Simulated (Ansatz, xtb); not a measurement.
## A geometry optimisation of FSi3+ with r2SCAN-D4/def2-SVP

The starting geometry of this gas-phase singlet has its atoms placed at random.

| atom | x (Å) | y (Å) | z (Å) |
| --- | --- | --- | --- |
| F | 1.3662 | 0.6274 | -1.0223 |
| Si | -0.9927 | -0.6829 | 0.4799 |
| Si | 0.3100 | 1.3394 | 0.7005 |
| Si | 1.0244 | -0.7245 | 1.0630 |

Question: Guess where an optimisation with r2SCAN-D4/def2-SVP ends from this start.

Answer: It ends as a structure with F1 bridging Si4 and Si3, given below by its coordinates. Contacts that close: F1–Si3 (2.14 → 1.85 Å), F1–Si4 (2.51 → 1.85 Å).

The energy falls by 3.20 eV over 9 steps:

```csv
step,E − E(last) (eV)
1,3.203
2,1.735
3,1.036
4,0.668
5,0.266
6,0.022
7,0.001
8,0.001
9,0.000
```

Final geometry (Å):

```yaml
atoms:
  - { symbol: F, position_ang: [1.7396, 0.7459, -0.2448] }
  - { symbol: Si, position_ang: [-1.1140, -0.5717, 0.9523] }
  - { symbol: Si, position_ang: [0.0065, 1.2533, 0.1500] }
  - { symbol: Si, position_ang: [1.0758, -0.8681, 0.3635] }
```

From the same start GFN2-xTB ends elsewhere, differing in F1–Si4 (2.75 against 1.85 Å here), Si2–Si3 (4.37 against 2.29 Å here).

From so rough a start the end depends on the optimiser's path, so another program may land elsewhere. The end wasn't checked by frequencies. Run with Ansatz 0.2.0, 43 s on 1 thread of AMD EPYC (Zen 3), on a shared host.
